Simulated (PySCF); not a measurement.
**Co (cobalt, neutral) across methods**

[Ar] 3d6 4s2 4p1, one real determinant (an excited configuration). All numbers are calculated (PySCF 2.14, the non-relativistic Hamiltonian (point nucleus), in dyall-av2z (16s12p7d2f, 101 functions)).

| method | E (hartree) | mean ε 4s α (eV) | mean ε 4s β (eV) | mean ε 4p α (eV) | Σ⟨r²⟩ (bohr²) | ⟨S²⟩ |
| --- | --- | --- | --- | --- | --- | --- |
| MN15 | -1382.815 | -9.468 | -8.293 | -4.150 | 45.48 | 8.756 |
| PBE0 | -1382.231 | -9.035 | -7.482 | -3.981 | 44.82 | 8.758 |
| HSE06 | -1382.243 | -8.670 | -7.140 | -3.586 | 44.82 | 8.758 |
| B97-3 | -1382.313 | -8.910 | -7.475 | -3.844 | 44.80 | 8.758 |
| UHF | -1381.20453 | -11.312 | -8.800 | -5.810 | 46.13 | 8.761 |
| r2SCAN | -1382.427 | -8.293 | -6.820 | -3.405 | 44.62 | 8.763 |
| r2SCAN0 | -1382.414 | -9.219 | -7.563 | -4.136 | 44.68 | 8.762 |
| LDA | -1379.862 | -8.236 | -6.970 | -3.159 | 44.67 | 8.755 |
| PBE | -1382.192 | -8.042 | -6.735 | -3.172 | 44.96 | 8.757 |

⟨L²⟩ = 8.04 against 12 for a pure F term, so this real determinant mixes terms.
